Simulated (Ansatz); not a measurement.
C2H5O, doublet, at a GFN2-xTB geometry; MP2/def2-SVP in Ansatz (a quantum-chemistry and plane-wave program).

The Ansatz input:
Ansatz 0.2 input:
```yaml
crystal:
  periodic: [false, false, false]
  atoms:
    - {symbol: C, position_ang: [-1.22003785, -0.15018634, 0.22165959]}
    - {symbol: C, position_ang: [0.18174770, 0.29955908, 0.36369331]}
    - {symbol: O, position_ang: [1.07789729, -0.19148884, -0.56006942]}
    - {symbol: H, position_ang: [-1.71996174, -0.14101452, 1.18910887]}
    - {symbol: H, position_ang: [-1.79804751, 0.49294177, -0.45494149]}
    - {symbol: H, position_ang: [-1.23390671, -1.15812005, -0.18589083]}
    - {symbol: H, position_ang: [0.41541138, 1.23769409, 0.84206121]}
    - {symbol: H, position_ang: [1.94306715, 0.20417300, -0.42189986]}
basis:
  gaussian:
    orbitals: def2-SVP
magnetization: {spin_polarized: true, initial_magnetization: 1}
correlation: {method: mp2, electrons: outside_noble_gas}
accuracy: high
```

What the program printed (banner, timings and long lists left out):

```
Functional definition: HF
1601 factors; integrals over basis functions are off by at most 3.4e-9 eV
mean field evaluation 1: about -4170.3851 eV, gradient 2.0e1 eV
mean field evaluation 2: about -4170.3886 eV, gradient 2.0e1 eV
mean field evaluation 4: about -4172.5799 eV, gradient 2.8e0 eV
mean field evaluation 8: about -4172.6448 eV, gradient 1.8e-1 eV
mean field -4172.64544416 eV, -153.3418917524 hartree, gradient 2.2e-8 eV, S^2 0.761497; 0 other end points of the search recorded, 0 dependent functions left out
3 core orbitals not correlated
reference -4172.64544416 eV, -153.3418917524 hartree; 10, 9 occupied and 54, 55 virtual orbitals, 1601 factors
second order -12.21594530 eV of doubles, -0.00000000 eV of singles
Total energy: -4184.86138946 eV, -153.7908194618 hartree
```
